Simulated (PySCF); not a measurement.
Saddle point of BH₂ClO₂, closed shell (BH₂ClO₂ ([OH][B]([OH])[Cl]) → BClO + H₂O (still joined by a long B–O bond); bonds formed: O2–H4; bonds broken: O3–H4; bonds weakened to dative contacts: B1–O2), PBE0-D4/def2-TZVP structure:

```csv
atom,x (Å),y (Å),z (Å)
B1,0.1736,0.4997,-0.3407
O2,0.0895,-0.8807,0.3709
O3,-0.8014,0.4231,-1.1603
H4,-0.7727,-0.7621,-0.3367
Cl5,1.4269,1.6005,0.1524
H6,-0.1157,-0.8805,1.3144
```

Energies are electronic, without zero-point energy. Barriers and step energies count from the start structure reached by relaxing down the imaginary mode; all methods use the PBE0-D4 structures, on which another method's saddle can fall below an end. PySCF 2.14 with density fitting (its default auxiliary sets; JK sets also for MP2 and CCSD(T)); basis: def2-TZVPP, with def2-QZVPP for the basis limit; cores frozen in the correlated methods. B3LYP uses VWN-RPA correlation. Extrapolation: Hartree–Fock as exp(−7.88 √X), correlation as X^−2.97.

```json
{"method": "SPW92", "barrier (kcal/mol)": "48.57", "step energy (kcal/mol)": "46.39"}
{"method": "PBE-D4", "barrier (kcal/mol)": "50.76", "step energy (kcal/mol)": "44.52"}
{"method": "r2SCAN-D4", "barrier (kcal/mol)": "?", "step energy (kcal/mol)": "47.48"}
{"method": "PBE0-D4", "barrier (kcal/mol)": "55.91", "step energy (kcal/mol)": "48.21"}
{"method": "B3LYP-D4", "barrier (kcal/mol)": "56.51", "step energy (kcal/mol)": "46.75"}
{"method": "BHLYP-D4", "barrier (kcal/mol)": "62.32", "step energy (kcal/mol)": "50.73"}
{"method": "wB97M-V", "barrier (kcal/mol)": "?", "step energy (kcal/mol)": "47.49"}
{"method": "HF", "barrier (kcal/mol)": "?", "step energy (kcal/mol)": "54.82"}
{"method": "MP2", "barrier (kcal/mol)": "55.56", "step energy (kcal/mol)": "46.65"}
{"method": "CCSD", "barrier (kcal/mol)": "59.80", "step energy (kcal/mol)": "49.18"}
{"method": "CCSD(T)", "barrier (kcal/mol)": "57.23", "step energy (kcal/mol)": "47.68"}
```

(1) Fill in the withheld barriers. (An estimate is asked for; the value comes from the calculation.)

No T1 diagnostic of these runs exceeds 0.015.

## Answers

(1) The calculation gives: wB97M-V 56.68; HF 71.04; r2SCAN-D4 55.01 kcal/mol. Each is the energy of the saddle less that of the start structure, by the same method.

For comparison, the barrier by CCSD(T) at an estimated basis limit (MP2 extrapolated from triple and quadruple zeta, plus CCSD(T) − MP2 in triple zeta) is 57.42 kcal/mol.

Labels in which every atom is bracketed show which atoms are joined, not bond orders.

For scale, one of the runs: CCSD(T)/def2-TZVPP, 163 basis functions, launched by `OMP_NUM_THREADS=4 python run.py`. The run took 2.8 min on 4 CPU threads of an Arm Neoverse V1 (shared host), with 1.4 GiB of host memory at its peak.
